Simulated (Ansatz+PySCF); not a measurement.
Values are calculated unless marked as measured or tabulated.
A run of PySCF 2.14.0 on triplet CoH at this shape:

```
atom   x (Å)   y (Å)   z (Å)
  Co  0.0000  0.0000  0.0000
   H  0.0000  0.0000  1.5922
```

Its results:

* Converged: yes
* Total energy: -1381.62954 hartree
* Spin squared of the determinant: 2.132
* Cycles: 21

Which input gives this output? Name the method, the orbitals and the basis set, and write the input.

UHF in def2-SVP.

```python
from pyscf import gto, scf

mol = gto.M(atom="""
Co 0.000000 0.000000 0.000000
H 0.000000 0.000000 1.592240
""", basis='def2-svp', charge=0, spin=2)
mf = scf.UHF(mol)
mf.kernel()
print(mf.converged, mf.e_tot, mf.spin_square()[0])
```

This is not the lowest solution: another run reaches a determinant 3.02 eV lower. Caution: another spin multiplicity may lie lower; the unrestricted determinant is spin contaminated.
